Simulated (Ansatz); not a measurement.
The cluster B4⁺. The state is a doublet with charge 1. Geometry relaxed at B3LYP-D4/def2-TZVP.

```tsv
atom	x (Å)	y (Å)	z (Å)
B1	-0.1515	-0.9405	0.5332
B2	0.1514	0.9405	-0.5332
B3	-0.0202	0.5405	0.9477
B4	0.0203	-0.5406	-0.9477
```

The structure comes from a short search, and lower isomers may exist.

Task: Estimate the harmonic wavenumbers at UKS B3LYP-D4/def2-TZVP (Ansatz, unscaled). Is this a minimum?

Result: 133i, 304, 1146, 1150, 1151, 1161 cm⁻¹. No: 1 imaginary mode, a saddle point. Zero-point energy 29.4 kJ/mol. It took 7.5 s on 4 threads of Arm Neoverse V1 on a shared host.
